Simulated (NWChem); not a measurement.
CuNH4S; SMILES [NH3]->[Cu][SH]

```xyz
7

Cu    -0.0084     0.2800     0.0001
S     -0.0561    -1.8575     0.0000
H      1.2930    -1.9740     0.0000
N     -0.0137     2.2419     0.0000
H     -0.9633     2.6150    -0.0478
H      0.4942     2.6319    -0.7955
H      0.4122     2.6321     0.8421
```
Atoms are numbered in this order, from 1.

Results from NWChem. The geometry was optimised at PBE0/def2-SVP.

Q: Taking PBE/pcseg-2 as the yardstick, which of these has the fewest basis functions while keeping “dipole (D)” within 0.1 D of it: PBE/def2-SVP; PBE/pcseg-1; PBE/aug-pcseg-1?

A: PBE/def2-SVP (a larger set in the list lies outside the tolerance).
| level | basis functions | dipole (D) |
|---|---|---|
| PBE/pcseg-1 | 83 | 8.46 |
| PBE/def2-SVP | 83 | 8.20 |
| PBE/aug-pcseg-1 | 133 | 7.98 |
| PBE/pcseg-2 | 176 | 8.13 |

The yardstick is one finite set, not the basis-set limit.
